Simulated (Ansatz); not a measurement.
`C[S][Sn][O][SiH3]` + H–F → `[F][Sn][O][SiH3]` + CH₃SH  (ligand exchange at the Sn–S bond)

Gas-phase electronic energies from Ansatz, PBE0-D4/def2-TZVP geometries. CCSD(T)/CBS is the MP2 limit (def2-TZVPP, def2-QZVPP) plus CCSD(T) − MP2 in def2-TZVPP, frozen cores. This one scheme is used for every species. Functionals use def2-TZVPP. HSE06 is defined as in plane-wave codes. def2 core potentials past Kr. For Sn outer-core shells are correlated without core-valence functions, which leaves a few kJ/mol of doubt a bond. Each species was taken in one conformer, which may not be the lowest.

`C[S][Sn][O][SiH3]`:

```xyz
11

C     2.261   -0.166    0.208
S     2.226    1.585   -0.266
Sn   -0.099    2.148   -0.588
O    -0.811    0.339   -0.151
Si   -2.256   -0.410   -0.052
H     1.252   -0.575    0.244
H     2.855   -0.711   -0.525
H     2.730   -0.250    1.187
H    -2.476   -0.925    1.327
H    -3.374    0.522   -0.384
H    -2.309   -1.556   -1.001
```

H–F:

Cartesian coordinates in Å:
```
F 0.235 0.240 -0.314
H -0.235 -0.240 0.314
```

`[F][Sn][O][SiH3]`:

Cartesian coordinates in Å:
```
F 1.734 -1.713 -0.962
Sn 2.462 -0.020 -0.340
O 0.736 0.730 0.211
Si -0.856 0.333 0.257
H -1.384 0.076 -1.110
H -1.083 -0.876 1.093
H -1.609 1.470 0.851
```

CH₃SH:

Cartesian coordinates in Å:
```
C 0.427 -0.034 -0.241
S -0.727 0.667 0.960
H 0.661 -1.073 -0.011
H 1.342 0.554 -0.161
H 0.047 0.052 -1.258
H -1.749 -0.166 0.712
```

```csv
level,ΔE (kJ/mol)
HSE06-D4,-5.7
BHLYP-D4,-15.7
CAM-B3LYP-D4,-28.1
LC-ωPBE,-34.5
```

Task: What does CCSD(T)/CBS give? (Best estimate.)

Result: Ansatz gave: -11.7 kJ/mol. The listed levels differ from it by 6.0, -4.0, -16.4, -22.8 kJ/mol.

Largest T1 diagnostic among the species: 0.016.

From BLYP to BHLYP (50 % exact exchange), in def2-TZVPP and without D4, ΔE moves by +4.0 kJ/mol. The D4 term adds +13.4 kJ/mol with B3LYP and +7.5 kJ/mol with PBE0; it sums over pairs of atoms, weighted by their polarisabilities, and B3LYP, whose exchange is more repulsive, gets the larger term.

B3LYP here is the variant with VWN-RPA as its local correlation; programs differ in this.
